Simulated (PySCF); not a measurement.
Spin-rotation constants: `COC1=C[C@@H](Br)C1`, C5H7BrO

Geometry (Å), atoms numbered from 1 in this order:
```xyz
14

C     2.367   -0.327    0.000
O     1.214   -0.703   -0.727
C     0.062   -0.223   -0.255
C    -0.346    0.522    0.782
C    -1.785    0.386    0.410
Br   -2.706    2.058   -0.082
C    -1.321   -0.455   -0.803
H     3.212   -0.789   -0.505
H     2.485    0.760    0.004
H     2.310   -0.684    1.032
H     0.128    1.049    1.587
H    -2.447   -0.107    1.119
H    -1.514    0.001   -1.772
H    -1.661   -1.489   -0.813
```

Computed with GIAO B3LYP/pcSseg-1 magnetisability, rotational g tensor and spin-rotation constants, non-relativistic, gas phase in PySCF 2.14.0. Geometry: GFN2-xTB.

The calculation is non-relativistic, which matters for the atoms heavier than Zn.

Task: Give the nuclear spin-rotation constants along the inertial axes (H = +C I·J) beside the isotropic shieldings.

Result: Rotational constants 6.0324, 0.7194, 0.6888 GHz. A star marks the isotopologue with that one atom substituted, in its own axes.
| atom | isotope | Caa (kHz) | Cbb (kHz) | Ccc (kHz) | mean (kHz) | σ (ppm) |
| --- | --- | --- | --- | --- | --- | --- |
| Br6 | 79Br | 5.148 | 1.625 | 1.157 | 2.643 | 2078.0 |
| H8 | 1H | 0.182 | -0.077 | -0.054 | 0.017 | 27.7 |
| H9 | 1H | -0.429 | -0.007 | -0.055 | -0.164 | 28.0 |
| H10 | 1H | -0.594 | -0.078 | 0.030 | -0.214 | 28.2 |
| H11 | 1H | -0.620 | 0.040 | -0.068 | -0.216 | 27.1 |
| H12 | 1H | -0.506 | -0.060 | 0.019 | -0.183 | 27.0 |
| H13 | 1H | -0.576 | -0.074 | 0.019 | -0.210 | 28.8 |
| H14 | 1H | -0.629 | 0.018 | -0.059 | -0.223 | 28.5 |
| C1 | 13C* | 1.287 | 0.125 | 0.160 | 0.524 | 123.8 |
| O2 | 17O* | -0.906 | -0.168 | -0.066 | -0.380 | 200.5 |
| C3 | 13C* | 2.714 | 0.298 | 0.178 | 1.063 | 15.6 |
| C4 | 13C* | 2.052 | 0.224 | 0.146 | 0.807 | 73.1 |
| C5 | 13C* | 1.336 | 0.142 | 0.137 | 0.538 | 126.0 |
| C7 | 13C* | 1.027 | 0.164 | 0.135 | 0.442 | 131.4 |

For the geometry as given, no vibrational averaging.

Task: How do the rotational constants and the g tensor change when H8, H9, H10, H11, H12, H13, H14 are replaced by deuterium?

Result: Constants 4.7565, 0.6656, 0.6330 GHz; g -0.0294, -0.0048, -0.0040, against -0.0367, -0.0051, -0.0042 before.
